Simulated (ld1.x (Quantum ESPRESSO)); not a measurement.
Configuration tests for scandium (Sc) (TM)

scandium, norm-conserving Troullier–Martins (Kleinman–Bylander form), made with ld1.x (Quantum ESPRESSO) 7.5 (LDA (PZ), scalar-relativistic). Core [Ne] 3s2, reference 3p6 3d0 4s0 4p0 (charge +3). Waves: 4s (bound, empty): rc 2.00 bohr; 3p (bound): rc 1.90 bohr; 3d (bound, empty): rc 1.85 bohr. Local part: all-electron potential smoothed inside 1.55 bohr (lloc = -2). Core correction: a·sin(br)/r model core inside 1.15 bohr.

Energies are relative to the spin-unpolarised reference configuration 3p6 3d0 4s0 4p0; without spin polarisation the order of configurations can differ from experiment. Not all tests gave a result: 6 of 9 tests not solved or not reliable. Left out of the table: 3p6 3d1 4s2 4p0 (solver errors, printed error -22.4 eV); 3p6 3d1 4s1 4p0 (solver errors, printed error +3.6 eV); 3p6 3d2 4s1 4p0 (solver errors, printed error -796 eV); 3p6 3d0 4s2 4p1 (solver errors, printed error -22.7 eV); 3p6 3d1 4s2 4p0 (spin-polarised) (solver errors, printed error -22.2 eV); 3p6 3d1 4s1 4p0 (spin-polarised) (solver errors, printed error +7.8 eV).

```csv
valence configuration,charge,ΔE all-electron (eV),error AE − PS (meV)
3p6 3d1 4s0 4p0,+2,-25.090,-18
3p6 3d1 4s0 4p2,0,-39.291,-55
3p6 3d2 4s0 4p0,+1,-37.399,-80
```

Levels in the configuration 3p6 3d1 4s0 4p2:

```tsv
level	all-electron (eV)	pseudo (eV)
3p	-36.024	-35.915
3d	-5.610	-5.595
4p	-2.562	-2.559
```

Note: ghost state, extra bound levels that the all-electron valence spectrum of the same l lacks: s at -33.4 eV. A true bound ghost makes a file unfit for plane-wave use.
